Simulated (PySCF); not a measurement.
Unknown compound

Molecular formula: C7H12O. Simulated spectra:

$^{1}$H NMR (400 MHz, computed): δ 6.93 (m, 1H), 6.90 (m, 1H), 5.87 (m, 1H), 1.09 (s, 9H).

$^{13}$C{$^{1}$H} NMR (computed): δ 203.5 (C), 135.7 (CH2), 135.0 (CH), 46.2 (C), 28.0 (CH3, 3C).

All values are calculated (PySCF 2.14.0 with density-fitted response routines): GIAO PBE/pcSseg-1 shieldings, structure optimised with PBE0-D3(BJ)/def2-SVP. One conformer, in vacuum, relativity neglected, averaged over atoms made equivalent by symmetry, fast rotation or ring inversion.

δ = σ(ref) − σ, references computed at the same level: $^{1}$H and $^{13}$C against TMS.

Question: Deduce the structure.

Answer: 
- Rings plus π bonds: 2 (no ring in the answer).
- 5 carbon signals for 7 carbons: some carbons are equivalent by symmetry or fast rotation.
- Carbon types of the structure: 2 × C, 1 × CH, 1 × CH2, 3 × CH3, which accounts for all hydrogens.
- δC 203.5: ketone carbonyl carbon; low-lying n→π* states of the double bond to the heteroatom give a large paramagnetic term (-274 ppm).
- δC 135.7: β carbon of a C=C–C=O unit; conjugation with the carbonyl draws π density from the β position.
- δC 135.0: α carbon of a C=C–C=O unit; an sp2 carbon of a C=C bond.
- δC 46.2: quaternary sp3 carbon α to a carbonyl; the adjacent C=O deshields it moderately.
- δC 28.0: methyl carbon; saturated and bonded to C and H only.
- δH 6.93: hydrogen on an α carbon of a C=C–C=O unit; olefinic region.
- δH 6.90, 5.87: hydrogen on a β carbon of a C=C–C=O unit; olefinic region.

Structure: `C=CC(=O)C(C)(C)C`.

The data come from this structure; uniqueness wasn't tested.

Shifts are as computed. Against solution values, carbons near 30 ppm lie about +2 ppm off and those near 130 ppm about +2 ppm. Of 1211 compounds with measured shifts, 218 miss one by over three times the rms of a fit or turn the order of signals round; such compounds aren't used in these exercises. Multiplicities follow the n + 1 count of equivalent neighbours, as no J values were calculated; m marks all less simple cases, F and P coupling included.
